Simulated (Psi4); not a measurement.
A dimer, CO ··· H3O+ (SMILES [C-]#[O+] and [OH3+]) (charge +1), singlet; the first 2 atoms form monomer A.

```
6

C      0.5625     0.0000     0.0000
O     -0.5625     0.0000     0.0000
O      6.4104    -0.2824     0.1838
H      6.8423     0.4476     0.6770
H      5.4359    -0.1874     0.1211
H      6.8391    -0.4783    -0.6768
```

Problem. What interaction energy does Psi4 1.11 with SAPT0/jun-cc-pVDZ, frozen core give, and which attractive term is the largest?

Solution. Total -0.64 kcal/mol: electrostatics -0.34, exchange 0.00, induction -0.29, dispersion -0.01. The most attractive term is electrostatics.
